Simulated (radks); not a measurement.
Results of a calculation; reference values are marked as such.
K10+, 9 electrons, occupied as [He] 2s1 2p6 (not the ground configuration). Level of theory: scalar-relativistic Kohn-Sham, LDA (Slater exchange, Perdew-Wang correlation), spin-polarised, spherical densities, finite nucleus; open shells are filled with parallel spins first; Fermi nuclear charge, rms radius 3.4349 fm (a radial shooting solver on a logarithmic mesh with Libxc functionals).

Unscreened Slater integrals over Kohn-Sham orbitals (eV). They are taken over the spin-up orbitals.

| integral | value |
|---|---|
| F0(2p,2p) | 74.081 |
| F2(2p,2p) | 34.840 |
| F0(2p,2s) | 68.839 |
| G1(2p,2s) | 40.175 |
| F0(2p,1s) | 102.04 |
| G1(2p,1s) | 16.363 |
| F0(2s,2s) | 65.414 |
| F0(2s,1s) | 91.939 |
| G0(2s,1s) | 8.1789 |
| F0(1s,1s) | 315.62 |
